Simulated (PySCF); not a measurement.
**C7H9PS: full NMR table**

| Property | Result |
| --- | --- |
| Formula | C7H9PS |
| SMILES | CSc1ccc(C)cp1 |
| InChI | InChI=1S/C7H9PS/c1-6-3-4-7(9-2)8-5-6/h3-5H,1-2H3 |
| Point group of the computed structure | C1 |
| Carbon signals | 7 |
| Proton signals | 5 |

Atom-mapped SMILES (the numbers label the heavy atoms): `[CH3:1][S:2][c:3]1[cH:4][cH:5][c:6]([CH3:7])[cH:8][p:9]1` (H(Xn): hydrogen on atom n).

Theoretical values (PySCF 2.14.0 with density-fitted response routines): geometry: PBE0-D3(BJ)/def2-SVP, σ from GIAO-HF/pcSseg-1. A single conformation, fast rotation and ring inversion assumed for equivalent nuclei, no relativistic terms, isolated molecule.

Shifts are taken against calculated references (same method and geometry level): 1H and 13C vs TMS; H3PO4 for 31P; 33S against CS2.

| carbon | δC, type | δH (multiplicity) | HMBC from (2–3 bonds) | span of the C tensor (ppm) |
| --- | --- | --- | --- | --- |
| C1 | 17.9, CH3 | 2.45 (s) | – | 13 |
| C3 | 193.0, C | – | H(C8), H(C4), H(C5), H(C1) | 354 |
| C4 | 140.0, CH | 7.92 (m) | H(C5) | 236 |
| C5 | 140.0, CH | 7.55 (m) | H(C8), H(C4), H(C7) | 231 |
| C6 | 147.3, C | – | H(C8), H(C4), H(C5), H(C7) | 259 |
| C7 | 23.9, CH3 | 2.54 (s) | H(C8), H(C5) | 48 |
| C8 | 167.6, CH | 8.57 (m) | H(C5), H(C7) | 318 |

Other nuclei:
```csv
atoms,nucleus,environment,δ (ppm),σ (ppm)
P9,31P,"phosphorus bonded to 2 C, in a 6-membered ring",212.5,143.8
S2,33S,sulfide sulfur,-4,517.5
```

δC 193.0: aromatic carbon bearing sulfur. δC 167.6, 140.0, 140.0: aromatic CH. δC 147.3: substituted aromatic carbon. δH 8.57, 7.92, 7.55: hydrogen on an aromatic CH; aromatic region. δH 2.54: hydrogen on a methyl carbon on an aromatic ring; benzylic-type position, deshielded by the ring.

Splittings by 31P in the carbon and heteronuclear signals aren't shown, as no couplings were computed. Shifts are as computed. Against solution values, carbons near 30 ppm lie about -0 ppm off and those near 130 ppm about +7 ppm. Of 1313 compounds with measured shifts, 239 miss one by over three times the rms of a fit or turn the order of signals round; such compounds aren't used in these exercises. Experimental scales use liquid or dissolved standards, which lie at an offset from isolated H3PO4. No couplings were computed; multiplicities are counted from neighbouring protons, with m where these are inequivalent, close in shift, in a saturated or five-membered ring or joined by F or P, and br s for small geminal =CH2 splittings.
